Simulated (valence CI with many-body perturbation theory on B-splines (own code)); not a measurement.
Results of a calculation; reference values are marked as such.
# From CI to CI+MBPT in Ce²⁴⁺

Level of theory: configuration interaction combined with many-body perturbation theory (CI+MBPT): six valence electrons over a frozen Dirac-Fock core [Ar] 3d10, a basis of 9 s, 9 p, 8 d, 6 f, 3 g, 1 h functions for each j, with the one-electron correlation potential Σ1, the two-electron term Σ2, the three-electron term Σ3, Breit, model QED; selected CI, second order for the rest, scaled by the run's own slope (own B-spline code, finite nucleus).

No measured levels were compared; by estimate levels hold to about 250 cm⁻¹ or 0.2 % of their energy and the worst to 1 %, as in measured heavy ions of charge 2 to 7; those with d or f electrons hold less well. Among the levels kept, up to 700 cm⁻¹ of a level comes from second order outside the variational space, and about a tenth of that is noise between levels of different J, which matters for small intervals.

Each rung adds one term. CI alone is the Dirac-Coulomb CI over the frozen core; QED comes last and gives the full result, which names the levels. Energies are above (4s^2 4p1/2^2 4p3/2^2) J=2 on the same rung, in cm⁻¹. A blank means that the level has no clear partner on that rung.

Levels are named by their leading jj configuration (3d3/2^4 stands for four electrons in 3d with j = 3/2), which in mixed levels can hold well under half, so a name can repeat and another be missing.

| Level | CI alone |
| --- | --- |
| (4s^2 4p1/2^2 4p3/2^2) J=0 | 46665 |
| (4s^2 4p1/2 4p3/2^3) J=1 | 185680 |
| (4s^2 4p1/2 4p3/2^3) J=2 | 212172 |
| (4s^2 4p3/2^4) J=0 | 419392 |
| (4s 4p1/2^2 4p3/2^3) J=2 | 668835 |
| (4s 4p1/2^2 4p3/2^3) J=1 | 718540 |
| (4s^2 4p1/2^2 4p3/2 4d3/2) J=2 | 787337 |
| (4s^2 4p1/2^2 4p3/2 4d3/2) J=0 | 795373 |
| (4s^2 4p1/2^2 4p3/2 4d3/2) J=3 | 798945 |
| (4s^2 4p1/2^2 4p3/2 4d3/2) J=1 | 820899 |
| (4s^2 4p1/2^2 4p3/2 4d5/2) J=4 | 832537 |
| (4s^2 4p1/2^2 4p3/2 4d5/2) J=2 | 860945 |
| (4s 4p1/2 4p3/2^4) J=0 | 858396 |
| (4s^2 4p1/2^2 4p3/2 4d5/2) J=3 | 896168 |
| (4s 4p1/2 4p3/2^4) J=1 | 900172 |
| (4s^2 4p1/2^2 4p3/2 4d5/2) J=1 | 926757 |

What do these energies become with core correlation, Breit and QED?

(4s^2 4p1/2^2 4p3/2^2) J=0 45853 (-812); (4s^2 4p1/2 4p3/2^3) J=1 185637 (-44); (4s^2 4p1/2 4p3/2^3) J=2 211435 (-737); (4s^2 4p3/2^4) J=0 418204 (-1188); (4s 4p1/2^2 4p3/2^3) J=2 667905 (-930); (4s 4p1/2^2 4p3/2^3) J=1 716532 (-2007); (4s^2 4p1/2^2 4p3/2 4d3/2) J=2 784874 (-2463); (4s^2 4p1/2^2 4p3/2 4d3/2) J=0 793094 (-2279); (4s^2 4p1/2^2 4p3/2 4d3/2) J=3 796260 (-2685); (4s^2 4p1/2^2 4p3/2 4d3/2) J=1 817119 (-3780); (4s^2 4p1/2^2 4p3/2 4d5/2) J=4 829207 (-3331); (4s^2 4p1/2^2 4p3/2 4d5/2) J=2 856585 (-4359); (4s 4p1/2 4p3/2^4) J=0 857524 (-872); (4s^2 4p1/2^2 4p3/2 4d5/2) J=3 891118 (-5050); (4s 4p1/2 4p3/2^4) J=1 897324 (-2848); (4s^2 4p1/2^2 4p3/2 4d5/2) J=1 921860 (-4896).

How does the ionisation energy move along the ladder, and which term matters most?

CI alone 825.19, + Σ1 826.48, + Σ2 826.67, + Σ3 826.32, + Breit 825.88, + QED 825.87 eV. The largest step is Σ1, 1.29 eV. NIST lists 824 ± 4 eV (theoretical).
